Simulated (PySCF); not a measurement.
Input of a run (PBE0-D3(BJ)/def2-SVP geometry optimisation, gas phase (PySCF 2.14.0)), started from GFN2-xTB:
```
{"job": {"xc": "PBE0", "basis": "def2-SVP", "d3": "d3bj", "grid": 1, "maxiter": 40, "kind": "geom"}, "charge": 0, "multiplicity": 1}
Al     0.046930     0.079720    -0.000700
Cl     2.066630    -0.024840     0.012910
Cl    -1.008170     1.804090    -0.017320
Br    -1.105390    -1.858970     0.005120
```

Output (energies in Eh, forces in Eh/bohr):
```
step   0  E = -3735.80845722  max force = 0.027095
step   1  E = -3735.81115413  max force = 0.009047
step   2  E = -3735.81145711  max force = 0.000810
step   3  E = -3735.81145389  max force = 0.000291
step   4  E = -3735.81145404  max force = 0.000207
optimisation converged
```

Task: Summarise the run.

Result: The energy falls by 0.082 eV over 5 energy and gradient evaluations, the largest force component goes from 0.0271 to 2.1e-04 Eh/bohr, and the atoms move by 0.051 Å rms after alignment. The bond that changes most is Al1–Cl3 (ends: aluminium bonded to Br and 2 Cl; chlorine bonded to Al), which lengthens by 0.061 Å. Bonds longer at the end by more than 0.005 Å: 2 of 3; shorter: 1. Among the angles that change most is Cl2–Al1–Cl3, from 124.4° to 119.0°. The energy rose by more than 1e-6 Eh at step 3. The first step brought 90 % of the lowering.

Task: What are the final bond lengths?

Result: Al1–Cl2 2.081 Å, Al1–Cl3 2.082 Å, Al1–Br4 2.229 Å. Numbering counts from 1 in the input's order; the species is AlCl2Br, `[Cl][Al]([Cl])[Br]`.

The run used 86 basis functions and 30 SCF cycles in all. The run took 14 s on x86-64 server, one thread (shared host).

Whether it is a minimum is left open (no frequencies).
